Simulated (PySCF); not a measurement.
Spinor energies of Eu(25+) (europium, charge +25)

Start: [Kr] 4d2; 4d3/2 filled at m_j = +1/2, +3/2. Calculated with PySCF 2.14 in an uncontracted even-tempered set (17 s from 1.9 bohr⁻², ratio 2.8; 14 p from 2.5 bohr⁻², ratio 2.8; 9 d from 2.5 bohr⁻², ratio 2.8; 3 f from 9.3 bohr⁻², ratio 3): generalised Hartree-Fock with the X2C-1e Hamiltonian and a Gaussian nucleus; one run each with spin-orbit coupling (SO) switched off, then screened by Boettger's factors.

```tsv
spinor shell	electrons	ε, spin-free (eV)	ε, screened SO (eV)	weight of nominal j (screened SO)	rms radius, screened SO (bohr)
1s1/2	2	-49564.6	-49555.6	1.000	0.0254
2s1/2	2	-8930.2	-8927.1	1.000	0.103
2p1/2	2	-8039.0	-8496.2	1.000	0.0881
2p3/2	4	-8039.0	-7841.5	1.000	0.0944
3s1/2	2	-2615.4	-2614.2	1.000	0.264
3p1/2	2	-2332.7	-2429.1	1.000	0.255
3p3/2	4	-2332.7	-2290.1	1.000	0.268
3d3/2	4	-1956.2	-1974.9	1.000	0.239
3d5/2	6	-1956.2	-1942.4	1.000	0.243
4s1/2	2	-1075.7	-1075.3	1.000	0.557
4p1/2	2	-966.06	-997.09	0.996	0.567
4p3/2	4	-966.06	-951.89	0.998	0.592
4d3/2	2	-835.13	-838.57	0.989	0.590
```

| quantity | spin-free | screened SO |
| --- | --- | --- |
| E (hartree) | -10549.67209 | -10556.60149 |
| M_J | 2 | 2 |
| ⟨J²⟩ | 8.003 | 6.071 |
| ⟨L²⟩ | 12.002 | 10.522 |
| ⟨S²⟩ | 2.000 | 1.602 |

Each row is a mean over spinors that exchange with the open shell spreads, by up to 13.297 eV (4p1/2).

⟨J²⟩ departs a little from M_J(M_J + 1) because the unrestricted spinors polarise the closed shells.

Breit and QED terms are absent; they matter most for the inner s and p1/2 levels.

Densities and radii are taken from the X2C orbitals without a picture-change correction, which distorts them close to the nucleus.

Without spin-orbit coupling the j labels of p, d and f shells carry no meaning; the spin-free column gives the mean over the occupied spinors of each nl shell, and its ⟨J²⟩ belongs to a mixture of degenerate components.
